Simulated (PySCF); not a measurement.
# Telling isomers of C8H9F apart by NMR

One averaged value for each set of equivalent atoms, one computed conformer, in vacuum, relativity neglected. GFN2-xTB structure; PBE0/pcSseg-1 with gauge-including orbitals; PySCF.

Shifts are taken against calculated references (same method and geometry level): 1H, 13C vs TMS. Splittings of carbon signals by F and P are missing where no couplings were computed. Where no couplings were computed, multiplicities follow the n + 1 count of equivalent neighbours, and m marks all less simple cases (inequivalent or close neighbours, rings, F or P nearby). Shifts are as computed. Against solution values, carbons near 30 ppm lie about +3 ppm off and those near 130 ppm about +5 ppm. Of 1309 compounds with measured shifts, 239 miss one by over three times the rms of a fit or turn the order of signals round; such compounds aren't used in these exercises.

(1) Tabulate the signals of `CC1=C[C@@H]2C/C(=C\F)[C@H]12`, `C#C[C@@H]1C=CCC[C@H]1F` and their relative energies.

(2) What is the quickest way to tell CC1=C[C@@H]2C/C(=C\F)[C@H]12 from C#C[C@@H]1C=CCC[C@H]1F?

## Answers

(1) 
| SMILES | carbon types | δC | δH | E rel. (kcal/mol) |
| --- | --- | --- | --- | --- |
| CC1=C[C@@H]2C/C(=C\F)[C@H]12 | 2×C 4×CH 1×CH2 1×CH3 | 158.4, 154.1, 143.2, 125.8, 51.0, 37.4, 31.1, 15.7 | 7.02 (m, 1H), 6.28 (d, 1H), 3.58 (m, 1H), 3.09 (m, 1H), 2.95 (m, 1H), 2.49 (m, 1H), 1.97 (s, 3H) | 12.8 |
| C#C[C@@H]1C=CCC[C@H]1F | 1×C 5×CH 2×CH2 | 134.7, 134.0, 98.2, 90.2, 75.7, 38.1, 32.6, 28.8 | 6.00 (m, 1H), 5.76 (m, 1H), 4.83 (m, 1H), 3.36 (m, 1H), 2.31 (m, 1H), 2.22 (m, 1H), 2.16 (m, 1H), 1.65 (m, 1H), 1.52 (d, 1H) | 0.0 |

Energies are electronic energies at PBE0/pcSseg-1 on these geometries, without zero-point or thermal terms, each for the one conformer computed, which needn't be the lowest.

(2) Both give the same number of carbon signals, but DEPT or the intensities differ. The first has a fully substituted alkene carbon (C) at 158.4 ppm, the second an sp3 CH bonded to F at 98.2 ppm. Their most deshielded carbons lie at 158.4 and 134.7 ppm. In the proton spectra the most deshielded non-exchanging signals are 7.02 (m, 1H) and 6.00 (m, 1H).
